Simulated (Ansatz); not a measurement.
Geometry optimisation, UKS PBE/def2-SVP (Ansatz 0.2.0).

The input (input.yaml):

```yaml
crystal:
  periodic: [false, false, false]
  atoms:
    - { symbol: Hf, position_ang: [-0.091706, -0.072288, -0.633691] }
    - { symbol: F, position_ang: [-0.002551, -0.037796, 2.544553] }
    - { symbol: O, position_ang: [1.825767, -0.25786, -0.668196] }
    - { symbol: H, position_ang: [2.728647, -0.591533, -0.625808] }
    - { symbol: Cl, position_ang: [-1.067429, 2.103332, -0.652613] }
    - { symbol: O, position_ang: [-1.190229, -1.643073, -0.454949] }
    - { symbol: H, position_ang: [-1.773226, -2.411044, -0.360525] }
    - { symbol: Si, position_ang: [0.039251, 0.029333, 4.16519] }
    - { symbol: H, position_ang: [-0.683645, -1.168266, 4.707859] }
    - { symbol: H, position_ang: [1.475132, 0.015363, 4.599728] }
    - { symbol: H, position_ang: [-0.63111, 1.294133, 4.609951] }
magnetization:
  spin_polarized: true
  initial_magnetization: 1
basis:
  gaussian: { orbitals: def2-SVP }
hamiltonian:
  xc: pbe
relax:
  f_tol: 0.03
  max_steps: 50
```

Launched with:

```bash
$ ansatz run input.yaml --threads 4 --pin off --max-ram 5120MiB --backend cpu --events-out ev --progress --plain --runs-dir out
```

Q: Where does it end, and by what steps?

A: The forces met the threshold. The force dipped under the threshold on the way, but the program's further checks kept it going. After 15 steps the energy has fallen by 0.038 eV; Cl5 moved furthest, 1.13 Å.

| step | energy less start (eV) | largest force component (eV/Å) | accepted |
| --- | --- | --- | --- |
| 0 | 0.0000 | 0.994 | yes |
| 1 | -0.0112 | 0.628 | yes |
| 2 | -0.0185 | 0.044 | yes |
| 3 | -0.0189 | 0.026 | yes |
| 4 | -0.0196 | 0.088 | yes |
| 5 | -0.0202 | 0.277 | yes |
| 6 | -0.0219 | 0.140 | yes |
| 7 | -0.0236 | 0.041 | yes |
| 8 | -0.0260 | 0.095 | yes |
| 9 | -0.0274 | 0.105 | yes |
| 10 | -0.0304 | 0.138 | yes |
| 11 | -0.0330 | 0.141 | yes |
| 12 | -0.0342 | 0.153 | yes |
| 13 | -0.0368 | 0.111 | yes |
| 14 | -0.0377 | 0.038 | yes |
| 15 | -0.0381 | 0.028 | yes |

```xyz
11
Properties=species:S:1:pos:R:3
Hf -0.078 -0.114 -0.382
F 0.204 -0.639 2.589
O 1.807 -0.303 -0.719
H 2.719 -0.556 -0.906
Cl -0.924 1.963 0.457
O -1.250 -1.623 -0.595
H -1.741 -2.447 -0.707
Si 0.010 0.097 4.064
H -0.791 -0.827 4.931
H 1.374 0.314 4.648
H -0.703 1.396 3.852
```

Whether the end is a true minimum wasn't checked by a vibrational analysis.

Time of the run: 39 s on 4 threads of Intel(R) Xeon(R) Platinum 8488C (Sapphire Rapids) (shared host), peak memory 0.28 GiB.
